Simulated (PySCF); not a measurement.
SMILES [CH]=C[Si](C)(C)C (C₅H₁₁Si), doublet (GFN2-xTB optimised geometry):

```
17

C     -1.805     1.722    -0.896
C     -1.088     1.140     0.000
Si    -0.499    -0.709     0.000
C     -1.156    -1.528     1.594
C     -1.171    -1.602    -1.541
C      1.410    -0.709     0.000
H     -2.257     1.420    -1.816
H     -0.742     1.683     0.872
H     -0.847    -2.567     1.657
H     -2.241    -1.505     1.631
H     -0.787    -1.021     2.480
H     -2.256    -1.586    -1.562
H     -0.817    -1.132    -2.453
H     -0.857    -2.642    -1.565
H      1.805    -0.194     0.870
H      1.802    -1.722     0.013
H      1.805    -0.213    -0.882
```

Computed with unrestricted CAM-B3LYP/def2-SVP run with PySCF 2.14.0.

Q: What are the frontier orbital energies (α orbitals alone; a β orbital can be the lowest empty one) and the dipole moment?

A: HOMO-2 -9.95 eV, HOMO-1 -9.13 eV, HOMO -7.28 eV, LUMO 1.52 eV, LUMO+1 2.42 eV; dipole moment 1.33 D.

On the same geometry unrestricted PBE/def2-SVP (PySCF) gives HOMO-2 -7.25 eV, HOMO-1 -6.58 eV, HOMO -4.52 eV, LUMO -0.73 eV, LUMO+1 0.78 eV; dipole moment 1.47 D.

Meta-Löwdin charges at CAM-B3LYP/def2-SVP: C1 -0.14, C2 -0.35, Si3 0.91, C4 -0.54, C5 -0.55, C6 -0.54, H7 0.12, H8 0.12, H9 0.11, H10 0.11, H11 0.11, H12 0.11, H13 0.11, H14 0.11, H15 0.11, H16 0.11, H17 0.11.
